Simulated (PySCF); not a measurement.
Frontier orbitals and the lowest excitations

C₅H₃ClOS.
Geometry (PBE0-D3(BJ)/def2-SVP, Å), atoms numbered from 1 in this order:
```xyz
11
C5H3ClOS angstrom
O      2.4291    0.6132    1.8240
C      1.9585   -0.0474    0.9544
Cl     2.8950   -1.3783    0.2122
C      0.6270    0.0999    0.3819
C      0.0041   -0.6009   -0.6319
C     -1.3045   -0.1323   -0.8846
C     -1.6490    0.9152   -0.0604
S     -0.3988    1.3397    1.0202
H      0.4920   -1.4206   -1.1588
H     -1.9701   -0.5463   -1.6423
H     -2.5922    1.4613   -0.0403
```

Computed with TDDFT CAM-B3LYP/def2-SVPD, vertical, gas phase, core orbitals frozen in the response in PySCF 2.14.0, density-fitted response routines.

Frontier orbitals with the atoms that hold most of them (Löwdin shares over 4%, at most four atoms; ? is withheld):

```tsv
orbital	ε (eV)	atoms
LUMO+2	1.03	Cl3 30%, S8 18%, C2 14%, C6 8%
LUMO+1	0.89	S8 63%, H11 8%, C7 7%, Cl3 6%
LUMO	-1.38	?
HOMO	?	C4 26%, C7 25%, C6 18%, C5 8%
HOMO-1	-9.28	?
HOMO-2	-10.12	O1 54%, Cl3 30%, C2 7%, C4 4%
HOMO-3	-10.82	Cl3 74%, O1 14%, C2 10%
```

(1) Which atoms hold the LUMO, and with what shares?

(2) Give the leading atoms of the HOMO-1.

(3) What is the HOMO energy, and the HOMO–LUMO gap?

Results:

(1) C2 (bonded to C, Cl and O) 18%; O1 (bonded to C) 16%; C7 (bonded to C, S and H) 15%; C5 (bonded to 2 C and H) 14%. By element: carbon 47% or more, oxygen 16%.

(2) S8 (bonded to 2 C) 42%; C5 (bonded to 2 C and H) 22%; C6 (bonded to 2 C and H) 14%; C4 (bonded to 2 C and S) 10%. By element: carbon 45% or more, sulfur 42%.

(3) ε(HOMO) = -8.98 eV; the gap is 7.60 eV (0.2794 hartree).

Task: How does S1 compare with the orbital gap of 7.60 eV?

Result: S1 is at 4.75 eV (f = 0.0072), 2.86 eV below the gap, made of HOMO-2→LUMO (84%). Its leading pair isn't HOMO and LUMO; the energies of that pair differ by 8.75 eV. 

Task: Give energy, strength and leading configuration of S1, S2 and S3, and follow the Löwdin shares of the leading atoms from the occupied to the empty orbital.

Result: 
- S1 (4.75 eV, f 0.0072), HOMO-2→LUMO (84%): O1 54% → 16%, Cl3 30% → at most 15%, C2 7% → 18%
- S2 (4.78 eV, f 0.207), HOMO→LUMO (82%): C4 26% → at most 15%, C7 25% → 15%, C2 at most 9% → 18%, O1 at most 9% → 16%
- S3 (5.09 eV, f 0.128), HOMO-1→LUMO (85%): S8 42% → at most 15%, C5 22% → 14%, C2 at most 10% → 18%, O1 at most 10% → 16%

Hardware: one thread of an AMD EPYC 9R14, no GPU (shared host). Cost: 28 s of wall time (with the writing of density and orbital grids), 1.0 GiB resident at most.

One conformer stands for the species.
